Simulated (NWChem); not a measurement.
# Atomisation of C2H4NO

```xyz
8

C     -1.4425    -0.3294     0.1014
N     -0.2512    -0.4685    -0.6712
C      0.9490    -0.0619    -0.1744
O      1.0335     0.8895     0.6158
H     -2.1243     0.4150    -0.3706
H     -2.0016    -1.2934     0.0460
H     -1.2689    -0.0537     1.1647
H      1.8457    -0.5566    -0.6299
```
Charge 0, spin multiplicity 2.

The numbers come from NWChem runs, not from measurements. All single points use one geometry, from UPBE/def2-SVP, a minimum by its harmonic frequencies. It is one conformer; others weren't searched.

Basis set: def2-TZVP. The atomisation energy is electronic alone: no zero-point, thermal, spin-orbit or counterpoise terms. No value is extrapolated to the basis-set limit. Free atoms are single determinants with multiplicities C 3, N 4, O 3, H 2.

The structure started from a generated list of species. The stability of the SCF solutions was not checked.

Problem. One of these methods gave an atomisation energy of 745.3 kcal/mol. Which?
A) CAM-B3LYP
B) PBE
C) TPSS
D) LC-wPBE (omega 0.3 per bohr)

Solution. A, CAM-B3LYP. The others give 750.6 (TPSS), 755.9 (LC-wPBE (omega 0.3 per bohr)), 773.7 (PBE).
